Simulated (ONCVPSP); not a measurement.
Potentials for O compared

Generated with ld1.x 7.5 (TM, RRKJ, ultrasoft, PAW), atompaw 4.2 or ONCVPSP 4.0.1. The cutoff is in Ry: for ld1.x and atompaw files where the sum of valence levels is converged to 10 mRy in a Bessel basis, for ONCV files where the hardest occupied wave has 1 mHa per electron of residual kinetic energy. The error is the largest all-electron minus pseudo excitation energy over each file’s own four to seven test configurations (ionisations up to +4, promotions, holes and added fractions of an electron), all of which were solved. The labels leave out finer settings (local radius, basis sizes, second energies), which also bear on the numbers. Spin-polarised tests are not counted. The rows are a selection from randomly drawn settings: files with unsolved tests, undetermined cutoffs or missed reference levels are left out.

A true bound ghost makes a file unfit for plane-wave use even where its test errors are small: the radial tests pick states by their node count and pass the ghost by.

```tsv
potential	cutoff (Ry)	largest error (meV)	bound ghosts
ONCV, PBE, scalar-relativistic, rc 0.95/1.15 (sp), local smoothed, core correction yes, reference 2s1 2p5, qcut 8.3/10, projectors 1/2	81	+961	none
ONCV, PBE, scalar-relativistic, rc 0.85/2.42/1.55 (spd), local smoothed, core correction yes, reference 2s2 2p4, qcut 8.2/7.3/5.6, projectors 3/2/2	80	+4000	s
ONCV, LDA (Perdew-Zunger), scalar-relativistic, rc 0.85/1.95/1.90 (spd), local smoothed, core correction yes, reference 2s2 2p4, qcut 8.4/8.6/5.1, projectors 2/2/2	80	+1878	none
ONCV, PBE, scalar-relativistic, rc 0.70/1.65 (sp), local smoothed, core correction no, reference 2s2 2p4, qcut 11.4/9.8, projectors 2/2	87	+928	none
ONCV, PW91, scalar-relativistic, rc 0.85/1.30 (sp), local smoothed, core correction yes, reference 2s2 2p3, qcut 7.4/9.7, projectors 2/2	121	+381	none
ONCV, PBEsol, scalar-relativistic, rc 0.65/1.30 (sp), local smoothed, core correction yes, reference 2s2 2p3.75, qcut 8/9.8, projectors 2/2	129	+110	none
```

Problem. Fill in the row for O: ONCV, PBEsol, scalar-relativistic, rc 0.60/1.05/0.80 (spd), local smoothed, core correction no, reference 2s2 2p2.5, qcut 10.8/11/13.2, projectors 1/2/2.

Solution. cutoff 535 Ry, largest error +135 meV, bound ghosts: none.

Problem. Fill in the row for O: ONCV, Wu-Cohen, scalar-relativistic, rc 0.95/1.60/1.70 (spd), local smoothed, core correction no, reference 2s2 2p4, qcut 8.4/7.7/5.6, projectors 2/2/2.

Solution. cutoff 66 Ry, largest error +1132 meV, bound ghosts: none.

Problem. Fill in the row for O: ONCV, PBEsol, scalar-relativistic, rc 0.85/1.15/1.00 (spd), local smoothed, core correction no, reference 2s2 2p3, qcut 7/10.1/8.6, projectors 2/3/2.

Solution. cutoff 252 Ry, largest error +871 meV, bound ghosts: none.
